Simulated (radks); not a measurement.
Question: Excited configurations of neutral lithium: one electron is placed in a higher orbital outside [He]. The ground configuration is [He] 2s1. Calculated with a radial shooting solver on a logarithmic mesh with Libxc functionals: non-relativistic Kohn-Sham, PBE, spin-polarised, spherical densities, point nucleus; open shells are filled with parallel spins first. Excitation = E - E(ground); binding = E(ion) - E, where the ion is the core of charge +1; n* = 1/sqrt(2 binding) in atomic units, and the quantum defect is n - n*.

| outer orbital | excitation (eV) | binding (eV) | n* | quantum defect | eigenvalue (eV) | <r> (bohr) |
|---|---|---|---|---|---|---|
| 4s | 4.310 | 1.280 | 3.260 | 0.740 | -0.829 | 17.36 |
| 4p | 4.489 | 1.101 | 3.515 | 0.485 | -0.699 | 19.42 |
| 4f | 4.628 | 0.963 | 3.760 | 0.240 | -0.482 | 16.83 |

Estimate the row for 3d.

Answer: excitation (eV) 3.961; binding (eV) 1.629; n* 2.890; quantum defect 0.110; eigenvalue (eV) -0.801; <r> (bohr) 10.06. The Delta-SCF ionisation energy is 5.590 eV (NIST Atomic Spectra Database: 5.392 eV, measured). Self-interaction in the functional shifts the binding energies and quantum defects, so they are the method's values and not measured ones.
